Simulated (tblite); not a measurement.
Run record: tight-binding relaxation, `C=CCBSC(F)=C(F)F`.

Computed with GFN2-xTB geometry optimisation, gas phase (tblite 0.8.0). Start geometry: from a force field or distance geometry. A driver script takes a list of jobs; this job's settings line and coordinates (Å) are shown.

Command:
```bash
OMP_NUM_THREADS=1 python probes_run.py task.json out
```

Input:
```
{"job": {"kind": "relax", "xc": "GFN2-xTB", "basis": "xTB"}, "charge": 0, "multiplicity": 1}
C     -2.243700     0.889800     1.677100
C     -1.349100     0.161600     1.022700
C     -1.439000    -0.065300    -0.447900
B     -0.260300    -0.971800    -0.990300
S      1.042500    -0.273300    -2.138100
C      2.050400     0.327400    -0.791200
F      1.822200     1.573200    -0.292700
C      3.043800    -0.415800    -0.274300
F      3.799500     0.052600     0.745400
F      3.286700    -1.663700    -0.765100
H     -2.169100     1.043900     2.747200
H     -3.087800     1.342500     1.148200
H     -0.530700    -0.275500     1.612600
H     -2.408200    -0.558200    -0.694400
H     -1.412900     0.927800    -0.969200
H     -0.151800    -2.086300    -0.574800
```

Output:
```
step      E/eV     max force
  0    -880.12079    1.809
  1    -880.25362    1.095
  2    -880.31577    0.677
  3    -880.33606    0.587
  4    -880.35219    0.314
  5    -880.36073    0.215
  6    -880.36452    0.168
  7    -880.36716    0.167
  8    -880.36893    0.154
  9    -880.37127    0.143
... (140 lines left out)
150    -881.07054    0.020
151    -881.07065    0.025
152    -881.07079    0.025
153    -881.07093    0.034
154    -881.07109    0.036
155    -881.07127    0.032
156    -881.07147    0.028
157    -881.07164    0.027
158    -881.07172    0.023
159    -881.07174    0.010
```

«max force» is the largest atomic force in eV/Å.

**Question.** From which step on does the largest force stay under 0.1 eV/Å, and how much energy is left to gain from there?

**Answer.** From step 99 (0.095 eV/Å), 20.1 meV above the end.

Main results: energy lowered by 21.9 kcal/mol over 159 steps; largest atomic force 0.010 eV/Å at the end.

**Question.** Where do the atoms end?

**Answer.** 1.125 Å rms from the input after alignment:
```
atom  x, y, z in Å
C1    -2.7154    0.9842    1.4184
C2    -2.0871   -0.1335    1.1073
C3    -1.5198   -0.4300   -0.2556
B4     0.0553   -0.3874   -0.1734
S5     0.9020    0.8910   -1.0665
C6     2.6043    0.5889   -0.6709
F7     3.2541    1.6075   -0.0939
C8     3.2660   -0.5285   -0.9568
F9     4.5375   -0.7651   -0.6709
F10    2.7102   -1.5790   -1.5453
H11   -3.1042    1.1615    2.4062
H12   -2.8756    1.7657    0.6939
H13   -1.9285   -0.9017    1.8519
H14   -1.8552   -1.4291   -0.5474
H15   -1.9260    0.2830   -0.9748
H16    0.6750   -1.1188    0.4929
```

Hardware: one thread, Intel Xeon at 2.50 GHz (x86_64), shared host with 64 logical CPUs at a one-minute load of 62. Cost: 3.8 s of wall time.
Labels such as C1 count atoms from 1, the log's own numbers from 0.
